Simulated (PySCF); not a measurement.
A series of related compounds: `CC(C)c1ccccp1`, C8H11P; SMILES C1C(c2ccccp2)C1, C8H9P; `C1=CC([SiH3])=CP=C1C1CC1`, C8H11PSi; `Clc1ccc(C2CC2)pc1`, C8H8ClP.

- GFN2-xTB structure
- σ from GIAO-PBE0/pcSseg-1
- run in PySCF
- one conformer, isolated molecule, rapidly exchanging positions averaged, non-relativistic Hamiltonian

Scale: $^{31}$P (σref 318.38) vs H3PO4 (reference shieldings calculated alike).

**Question.** How does the $^{31}$P shift change along the series?

**Answer.** 
```json
{"compound": "CC(C)c1ccccp1", "change": "cPr replaced by iPr", "δ (ppm)": "230.0", "HOMO–LUMO gap (eV)": "5.50"}
{"compound": "c1ccc(C2CC2)pc1", "change": "base", "δ (ppm)": "208.8", "HOMO–LUMO gap (eV)": "5.28"}
{"compound": "[SiH3]c1ccc(C2CC2)pc1", "change": "H replaced by SiH3", "δ (ppm)": "206.6", "HOMO–LUMO gap (eV)": "5.25"}
{"compound": "Clc1ccc(C2CC2)pc1", "change": "H replaced by Cl", "δ (ppm)": "217.0", "HOMO–LUMO gap (eV)": "5.04"}
```
